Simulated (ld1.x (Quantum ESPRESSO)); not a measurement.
## Before and after: ultrasoft potential for Se

* Element: Se (Z = 34)
* Generator: ld1.x (Quantum ESPRESSO) 7.5
* Type: ultrasoft
* Functional: PBE
* Relativity: scalar-relativistic
* Frozen core: [Ar] 3d10
* Valence charge: 6
* Reference configuration: 4s2 4p4
* Partial waves: 4s (bound): rcut 1.40, rcutus 1.60 bohr; 4s channel at 0.2 Ry: rcut 1.40, rcutus 1.60 bohr; 4p (bound): rcut 1.60, rcutus 1.75 bohr; 4p channel at 2.7 Ry: rcut 1.60, rcutus 1.75 bohr
* Local potential: all-electron potential smoothed inside 1.55 bohr (lloc = -1)
* Core correction: a·sin(br)/r model core inside 0.95 bohr
* Augmentation charge: PSQ, radius 1.15 bohr

Change: all radii but the core radius scaled by about 1.15 (s 1.84, p 2.00 bohr, rcut 1.60/1.84); local potential all-electron potential smoothed inside 1.78 bohr (lloc = -1); augmentation PSQ, radius 1.32 bohr.

Cutoffs: the cutoffs (Ry, on a coarse ladder) from which the occupation-weighted sum of valence levels, in a spherical-Bessel basis at the reference potential, stays within 10 and 1 mRy of its value at 400 Ry; they do not see the model core or the augmentation charge, which bear on the density cutoff. Errors are all-electron minus pseudo energies relative to the spin-unpolarised reference configuration.

Task: Predict the effect on cutoff, ghosts and configuration errors.

Result: The potential gets neither clearly harder nor softer (12 Ry and 30 Ry → 15 Ry and 21 Ry); the p channel sets the loose cutoff, while the largest relative change is in s, which becomes softer; the errors of the 7 common tests hardly move; neither file shows a bound ghost.

| quantity | base | changed |
| --- | --- | --- |
| cutoff, loose | 12 Ry | 15 Ry |
| cutoff, tight | 30 Ry | 21 Ry |
| loose cutoff by channel (10 mRy a level) | s 10 Ry, p 8 Ry | s 6 Ry, p 10 Ry |
| bound ghosts | none | none |
| error for 4s2 4p3, meV [ΔE 10.84 eV] | -4.3 | -4.0 |
| error for 4s2 4p2, meV [ΔE 31.19 eV] | -27 | -24 |
| error for 4s2 4p1, meV [ΔE 62.06 eV] | -99 | -85 |
| error for 4s0 4p6, meV [ΔE 21.96 eV] | -24 | -22 |
| error for 4s1 4p5, meV [ΔE 10.88 eV] | -6.5 | -5.8 |
| error for 4s2 4p3.5, meV [ΔE 4.31 eV] | -1.1 | -1.1 |
| error for 4s1 4p4, meV [ΔE 22.38 eV] | -18 | -16 |
| lowest overlap eigenvalue by channel | s 0.39, p 0.60 | s 0.37, p 0.59 |
